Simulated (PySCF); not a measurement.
Isomers of C2H8FNSi2, one GFN2-xTB conformer each. Single-point energies are computed at PBE0/pcSseg-1 (PySCF, gas phase, no added dispersion term), electronic only.

```json
{"SMILES": "C=C[SiH2][Si@H](N)F", "GFN2-xTB relative energy (kcal/mol)": "8.1"}
{"SMILES": "F[C@H]1C[SiH2]N[SiH2]1", "GFN2-xTB relative energy (kcal/mol)": "0.0"}
```

Conformers: `[CH2:1]=[CH:2][SiH2:3][Si@H:4]([NH2:5])[F:6]` with C1–C2–Si3–Si4 114°, C2–Si3–Si4–N5 -75°, Si3–Si4–N5–H 57° and -160°; `[F:1][C@H:2]1[CH2:3][SiH2:4][NH:5][SiH2:6]1` with F1–C2–C3–Si4 161°, C2–C3–Si4–N5 -28°, C3–Si4–N5–Si6 7°, Si4–N5–Si6–C2 10°.

Problem. What does PBE0/pcSseg-1 give for the same structures?

Solution. 
```csv
SMILES,PBE0/pcSseg-1 E (Eh),PBE0/pcSseg-1 (kcal/mol),GFN2-xTB (kcal/mol),point group
C=C[SiH2][Si@H](N)F,-814.11553,0.0,8.1,C1
F[C@H]1C[SiH2]N[SiH2]1,-814.10132,8.9,0.0,C1
```

GFN2-xTB puts F[C@H]1C[SiH2]N[SiH2]1 lowest instead. As drawn, the lower has an Si–F bond, an Si–Si bond and a C=C bond outside aromatic rings, which the higher lacks.

Problem. Which frontier levels, dipoles and rotational constants go with these structures?

Solution. 
```json
{"SMILES": "C=C[SiH2][Si@H](N)F", "HOMO (eV, PBE0/pcSseg-1)": "-7.36", "LUMO (eV)": "-0.70", "dipole (D)": "2.83", "A, B, C (MHz)": "4335, 1152, 995.6"}
{"SMILES": "F[C@H]1C[SiH2]N[SiH2]1", "HOMO (eV, PBE0/pcSseg-1)": "-7.42", "LUMO (eV)": "0.14", "dipole (D)": "2.14", "A, B, C (MHz)": "3406, 1993, 1337"}
```
